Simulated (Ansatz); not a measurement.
`[CH3][Ta]([OH])([F])=[S]` and `[CH3][Ta]([F])(=[S])[Cl]` differ in one atom or group.

Ansatz, PBE0-D4/def2-TZVP geometries, multiplicity 1. Each molecule was computed in one conformer, which needn't be the lowest.

Elements past krypton have def2 core potentials.

| property | `[CH3][Ta]([OH])([F])=[S]` |
| --- | --- |
| HOMO–LUMO gap (B3LYP/def2-TZVPP) / eV | 5.56 |
| LUMO energy (B3LYP/def2-TZVPP) / eV | -1.84 |
| size of the dipole moment (PBE/def2-TZVPP) / D | 2.81 |
| size of the dipole moment (B3LYP/def2-TZVPP) / D | 2.84 |
| HOMO energy (B3LYP/def2-TZVPP) / eV | -7.39 |
| LUMO energy (ωB97M-V/def2-TZVPP) / eV | 0.50 |

What does the change do to each property? (Estimate.)

Ansatz gave: 
| property | `[CH3][Ta]([F])(=[S])[Cl]` | shift |
| --- | --- | --- |
| HOMO–LUMO gap (B3LYP/def2-TZVPP) / eV | 5.11 | -0.45 |
| LUMO energy (B3LYP/def2-TZVPP) / eV | -2.58 | -0.74 |
| size of the dipole moment (PBE/def2-TZVPP) / D | 2.30 | -0.51 |
| size of the dipole moment (B3LYP/def2-TZVPP) / D | 2.35 | -0.49 |
| HOMO energy (B3LYP/def2-TZVPP) / eV | -7.69 | -0.30 |
| LUMO energy (ωB97M-V/def2-TZVPP) / eV | -0.29 | -0.79 |

With PBE0 the HOMO falls by 0.30 eV and the LUMO falls by 0.77 eV, so the gap narrows by about 0.47 eV. PBE moves the HOMO by -0.30 eV and ωB97M-V by -0.28 eV. The zero-point energy changes by -31.6 kJ/mol with -3 modes. Dipoles are sizes alone; their direction can turn.

B3LYP here is the variant with VWN-RPA as its local correlation; programs differ in this.
